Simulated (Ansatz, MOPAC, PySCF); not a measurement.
Noncovalent pair: H3NSe (SMILES N[SeH]) (first 5 atoms) with HF (SMILES F); geometry from B3LYP-D3(BJ)/def2-TZVP, rigid monomers moved along the line of their centres of mass till N1···H7 is 1.94 Å.
(charge 0, multiplicity 1):
```tsv
atom	x (Å)	y (Å)	z (Å)
N	-1.0014	0.6000	0.7596
Se	-0.2006	-0.9469	0.0494
H	-0.8263	1.3977	0.1597
H	-2.0012	0.4682	0.8594
H	-0.9287	-0.9973	-1.2400
F	0.1094	1.1604	3.3697
H	-0.2877	1.0164	2.5114
```

Monomers are frozen at their geometry in the pair; levels with a basis set take the counterpoise correction. Rows marked so take none.

Cores are frozen in the correlated methods. Filled d and f shells under p-block atoms count as core. CBS(a, b) extrapolates the correlation energy as X⁻³ and adds the Hartree–Fock energy of set b. Rows in 6-31G* carry no dispersion term and start afresh at each structure (6-31G* with six Cartesian d functions); the Pople sets are all-electron and without relativity. The state reached by PM7 isn't checked; PM7 holds dispersion and hydrogen-bond terms.

Programs: Ansatz (an electronic-structure program); MOPAC for PM7 (differences of heats of formation); PySCF for 6-31G* rows, the dispersion terms. 

| level | interaction energy (meV) |
|---|---|
| PM7 | -235.7 |
| HF/6-31G* | -392.4 |
| HF/6-31G* (no counterpoise) | -433.8 |
| r2SCAN/def2-TZVPPD | -449.6 |
| B3LYP/6-31G* (no counterpoise) | -497.5 |
| B3LYP-D4/def2-TZVPPD | -463.6 |
| SCS-MP2/aug-cc-pVDZ | -385.0 |
| SCS-MP2/aug-cc-pVTZ | ? |
| CCSD(T)/CBS(aug-cc-pVDZ, aug-cc-pVTZ) | -431.1 |

### Question
What belongs in the gaps?

### Answer

- SCS-MP2/aug-cc-pVTZ, interaction energy (meV): -401.2
